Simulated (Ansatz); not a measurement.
Input for Ansatz (a program for electronic structure): R-B3LYP/def2-TZVPP on H3NZn (SMILES [NH2][ZnH]), atoms moved off the minimum.

Ansatz 0.2 input:
```yaml
crystal:
  periodic: [false, false, false]
  atoms:
    - {symbol: Zn, position_ang: [-0.20657701, -0.02112769, -0.32948404]}
    - {symbol: H, position_ang: [-1.18486851, -0.22372763, -1.51393754]}
    - {symbol: N, position_ang: [0.96656793, 0.13208156, 1.03146791]}
    - {symbol: H, position_ang: [1.18401328, -0.66012330, 1.66929768]}
    - {symbol: H, position_ang: [0.86865891, 0.88657136, 1.59890413]}
basis:
  gaussian:
    orbitals: def2-TZVPP
hamiltonian:
  xc: {name: B3LYP}
scf: {lower_state_search: off}
output: {forces: true}
```

Question: Predict the final total energy.

Answer: -1836.0220 hartree.
